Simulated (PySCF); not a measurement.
Radial density of Mg³⁺ (magnesium, charge +3)

B3LYP, [He] 2s2 2p5, 2P determinant. Computed with PySCF 2.14 in Sapporo-DZP-2012 (5s4p1d, 22 functions), with scalar relativity by spin-free X2C-1e.

```
r (bohr)  4πr²ρ (e/bohr)  4πr²(ρα − ρβ)
 0.00248         0.07789         0.0000
 0.00417          0.2149         0.0001
 0.00701          0.5721         0.0002
  0.0118           1.436         0.0005
  0.0198           3.361         0.0014
  0.0334           6.877         0.0047
  0.0561           11.39         0.0204
  0.0944           13.25         0.0921
   0.159           9.566         0.3593
   0.267           7.269         0.9845
   0.449           10.21         1.5019
   0.756           7.084         0.9402
    1.27           1.290         0.1597
    2.14         0.03703         0.0042
```

Densities and radii are taken from the X2C orbitals without a picture-change correction, which distorts them close to the nucleus.
